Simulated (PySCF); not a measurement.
C₃H₉AsGeO.
Structure used (PBE0-D3(BJ)/def2-SVP), in Å, numbered top down from 1:
```xyz
15
C3H9AsGeO angstrom
C     -1.864   -0.749   -0.540
C     -1.129   -0.235    0.679
C     -0.472    1.158    0.486
Ge     1.226    0.209    0.743
As     2.563   -0.200   -1.237
O     -0.015   -1.091    0.989
H     -2.185   -1.788   -0.374
H     -1.205   -0.734   -1.423
H     -2.753   -0.136   -0.756
H     -1.817   -0.229    1.544
H     -0.710    1.885    1.274
H     -0.643    1.618   -0.497
H      2.052    0.475    2.021
H      3.478   -1.161   -0.483
H      3.467    0.989   -0.913
```

The calculation used PySCF 2.14.0, PBE0-D3(BJ)/def2-SVP geometry optimisation, gas phase.

Masses are those of the commonest isotopes; rigid-rotor values at the optimised geometry. The values belong to one conformer with, in the numbering `[CH3:1][C@@H:2]1[CH2:3][Ge@H:4]([AsH2:5])[O:6]1`, C3–Ge4–As5–H -168° and 100°.

(1) Give the principal moments of inertia and the rotational constants in GHz.

(2) Classify the top.

(3) What does the inertial defect say?

(4) Give the other two planar moments, Paa and Pbb, and the rms extents of the mass along the axes.

(5) Where do the levels up to J = 2 lie, in K?

(6) Which types of transition are allowed, and where do some lines up to J = 3 fall?

(7) Estimate the classical rotational partition function at 10 K, 100 K and 298.15 K.

Answers

(1) Ia = 179.69, Ib = 557.82, Ic = 639.99 u·Å²; 505379 MHz·u·Å²/I gives 2813, 906.0 and 789.7 MHz, that is A = 2.8126, B = 0.9060, C = 0.7897 GHz.

(2) An asymmetric top; Ray's κ = -0.885.

(3) Not planar: Δ = Ic − Ia − Ib = -97.51 u·Å². For a rigid frame Δ = −2 Σ m c², so Σ m c² = 48.76 u·Å² lies off the ab plane: 11.01 from hydrogen and 37.74 from heavier atoms. The atom farthest from that plane is 2.01 Å away.

(4) Paa = Σ m a² = (Ib + Ic − Ia)/2 = 509.06 and Pbb = Σ m b² = (Ia + Ic − Ib)/2 = 130.93 u·Å². With the mass M = 209.91 u, the rms extents √(P/M) along a, b and c are 1.56, 0.79, 0.48 Å.

(5) Above 0(0,0), as E/k:
J = 1: 1(0,1) 0.081, 1(1,1) 0.173, 1(1,0) 0.178
J = 2: 2(0,2) 0.244, 2(1,2) 0.330, 2(1,1) 0.347, 2(2,1) 0.621, 2(2,0) 0.622
The levels of one J sum to (2J + 1)J(J + 1)(A + B + C)/3.

(6) The dipole components are |μa| = 0.22 D, |μb| = 0.71 D, |μc| = 1.80 D. Intensities carry the squares of the components, which stand as 0.02 : 0.16 : 1.00 (a : b : c). Some lines, for components of 0.1 D or more:

| type | branch | J(Ka,Kc) | MHz | lower level (cm⁻¹) |
| --- | --- | --- | --- | --- |
| a | Q | 3(1,2) ← 3(1,3) | 698 | 0.393 |
| b | Q | 3(1,2) ← 3(0,3) | 2336 | 0.339 |
| b | R | 3(0,3) ← 2(1,2) | 3271 | 0.229 |
| a | R | 2(1,2) ← 1(1,1) | 3275 | 0.120 |
| a | R | 2(0,2) ← 1(0,1) | 3386 | 0.057 |
| a | R | 3(1,3) ← 2(1,2) | 4909 | 0.229 |
| a | R | 3(0,3) ← 2(0,2) | 5066 | 0.170 |
| b | R | 2(1,2) ← 1(0,1) | 5182 | 0.057 |
| b | Q | 3(2,1) ← 3(1,2) | 5574 | 0.416 |
| b | Q | 2(2,1) ← 2(1,2) | 6069 | 0.229 |
| c | R | 2(2,1) ← 1(1,1) | 9344 | 0.120 |
| b | R | 2(2,0) ← 1(1,1) | 9349 | 0.120 |
| c | Q | 3(3,1) ← 3(2,1) | 9801 | 0.602 |
| b | R | 3(2,2) ← 2(1,1) | 10807 | 0.241 |
| c | R | 3(2,2) ← 2(1,2) | 11156 | 0.229 |
| b | R | 3(2,1) ← 2(1,2) | 11181 | 0.229 |

(7) Point group C1, symmetry number σ = 1; q = (√π/σ)·√((kT/h)³/(ABC)), k/h = 20836.6 MHz/K: 3760 at 10 K, 119000 at 100 K, 612000 at 298.15 K.

No frequency check. No vibrational averaging or centrifugal distortion is included, and the geometry carries the error of its method. A rigid rotor knows nothing of internal rotation, which can split or shift real lines. Quadrupole hyperfine structure (75As) is left out.
